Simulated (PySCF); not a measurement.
trimethylboroxine (C₃H₉B₃O₃), singlet, geometry from GFN2-xTB. Base run: DF-B3LYP/6-31G run with PySCF.

Input for PySCF:
```python
from pyscf import gto, scf, dft

mol = gto.M(
    atom='''
C    -1.88395612   -2.27603110   -0.19044238
B    -0.87190410   -1.05674841   -0.09615793
O     0.47004841   -1.27270533    0.04483004
B     1.35009723   -0.23070259    0.14235499
C     2.90538755   -0.50419483    0.30298053
O     0.86423434    1.04578587    0.09599612
B    -0.47285194    1.29171753   -0.04663207
C    -1.02286120    2.77925774   -0.11210905
O    -1.32942531    0.23068972   -0.14120135
H    -1.38725937   -3.18978592   -0.50066549
H    -2.69630027   -2.06716824   -0.88002264
H    -2.33445810   -2.46363513    0.78177321
H     3.29289147   -1.03354151   -0.56390256
H     3.10060956   -1.13590232    1.16551924
H     3.46912033    0.41574807    0.41763267
H    -1.89407176    2.90521266    0.52450806
H    -0.26974731    3.50276142    0.18249627
H    -1.33777140    3.02062529   -1.12473696
''',
    basis='6-31g',
    verbose=4,
)

mf = dft.RKS(mol)
mf.xc = 'b3lyp'
mf = mf.density_fit(auxbasis='def2-universal-jkfit')
mf.kernel()
```

Each row names what was changed in the base input (with any setting that the change needs).

| change | ΔE vs base (mEh) | grid points | electrons on the grid |
|---|---|---|---|
| base | 0.000 | 215016 | 65.99997 |
| grids.level = 0 | -71.753 | 15360 | 66.04022 |
| grids.prune = dft.gen_grid.sg1_prune | -0.017 | 96096 | 65.99991 |
| grids.prune = dft.gen_grid.treutler_prune | 0.001 | 185856 | 65.99997 |
| grids.atom_grid = (50, 194) | -0.012 | 118408 | 65.99989 |
| grids.level = 7 | 0.000 | 1230648 | 66.00000 |
| grids.atom_grid = (30, 110) | 0.255 | 44280 | 65.99913 |
| grids.prune = off | 0.000 | 339752 | 65.99997 |
| grids.level = 5 | 0.000 | 599208 | 66.00000 |
| grids.becke_scheme = stratmann | 0.005 | 215016 | 65.99996 |
| grids.radi_method = delley | 0.000 | 228080 | 65.99997 |
